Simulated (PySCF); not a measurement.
**Mayer bond orders and bond lengths**

Species: C₅H₇F₃N₂.
Numbering: `[CH3:1]/[CH:2]=[N:3]\[N:4]=[C:5](/[CH3:6])[C:7]([F:8])([F:9])[F:10]` (hydrogens: H11, H12, H13 on C1; H14 on C2; H15, H16, H17 on C6)

Structure used (GFN2-xTB), in Å, numbered top down from 1:
```xyz
17
C5H7F3N2 angstrom
C      2.6665   -0.0247   -0.2375
C      2.0056   -0.3554    1.0605
N      0.7898   -0.6424    1.2275
N     -0.1544   -0.8933    0.4094
C     -1.1179   -0.1644    0.0213
C     -1.3150    1.3045    0.2488
C     -2.1967   -0.8508   -0.7736
F     -2.3004   -0.3324   -2.0161
F     -2.0028   -2.1616   -0.9213
F     -3.4134   -0.6955   -0.2157
H      3.4874   -0.7166   -0.4204
H      1.9568   -0.0887   -1.0592
H      3.0825    0.9815   -0.1983
H      2.6137   -0.3543    1.9546
H     -0.4977    1.6982    0.8480
H     -2.2575    1.4786    0.7675
H     -1.3534    1.8293   -0.7055
```

Bond orders from the PBE0/pcSseg-1 density (PySCF). The structure is a single GFN2-xTB conformer in the gas phase; no vibrational or solvent corrections.

(1) How far do the computed orders between heavy atoms stray from the drawn ones?

(2) Give the Mayer order of every bond between heavy atoms, beside its length.

Results:

(1) The largest departure is 0.230, at N4–C5 (drawn double, 1.770). Drawn single, order above 1.12: N3–N4 (1.185).

(2) 
```csv
bond,drawn as,length (Å),Mayer order
C1–C2,single,1.494,1.037
C2–N3,double,1.260,1.815
N3–N4,single,1.274,1.185
N4–C5,double,1.269,1.770
C5–C6,single,1.499,1.006
C5–C7,single,1.506,0.980
C7–F8,single,1.350,0.977
C7–F9,single,1.333,1.034
C7–F10,single,1.347,0.985
```

Bonds between the same two heavy elements. C–C: lowest C5–C7 (0.980, 1.506 Å), highest C1–C2 (1.037, 1.494 Å). C–N: lowest N4–C5 (1.770, 1.269 Å), highest C2–N3 (1.815, 1.260 Å). C–F: lowest C7–F8 (0.977, 1.350 Å), highest C7–F9 (1.034, 1.333 Å).

Question: And the bonds to hydrogen?

Answer: C–H: 0.94 to 0.96 (7 bonds).

Question: Sum the orders of all bonds at each heavy atom with more than one neighbour and set the sums beside the valence in the SMILES.

Answer: C1 3.887 (drawn 4), C2 3.803 (drawn 4), N3 3.000 (drawn 3), N4 2.955 (drawn 3), C5 3.756 (drawn 4), C6 3.832 (drawn 4), C7 3.976 (drawn 4). Orders between atoms that aren't bonded are not in these sums.

For a closed shell the Mayer order of atoms A and B is Σ (PS)μν (PS)νμ over the basis functions μ on A and ν on B, with P the density and S the overlap matrix.
